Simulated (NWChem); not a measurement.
Basis-set convergence for H₄ClInO

SMILES: O.[Cl][InH2]
```xyz
7

In    -0.6494    -0.0230     0.1224
H     -1.0662     0.2667     1.7647
H     -1.5057    -0.5651    -1.2743
Cl     1.4154     1.1397    -0.5044
O      0.9622    -1.7885     0.3028
H      1.6963    -1.1846     0.0617
H      0.9375    -2.4577    -0.3980
```
Charge 0, spin multiplicity 1.

All runs are NWChem calculations. Structure: optimised with B3LYP/def2-SVP with def2 effective core potentials on In, a minimum by its harmonic frequencies.

Quantity: LUMO energy at the level PBE.

Effective core potentials replace the inner electrons of In; spin-orbit coupling is left out. The structure started from a generated list of species.

The cost column gives rough processor time relative to def2-SVP; each entry includes its own SCF.

```
basis       functions  LUMO energy (eV)  relative cost
----------  ---------  ----------------  -------------
def2-SVP           78        (withheld)              1
def2-SVPD         114        (withheld)              4
def2-TZVP         142             -1.69              4
def2-TZVPD        178        (withheld)             10
def2-TZVPP        179             -1.69              9
```

Q: Some entries are withheld; supply them.

A: 
- def2-SVP, LUMO energy (eV): -1.41
- def2-SVPD, LUMO energy (eV): -1.77
- def2-TZVPD, LUMO energy (eV): -1.81
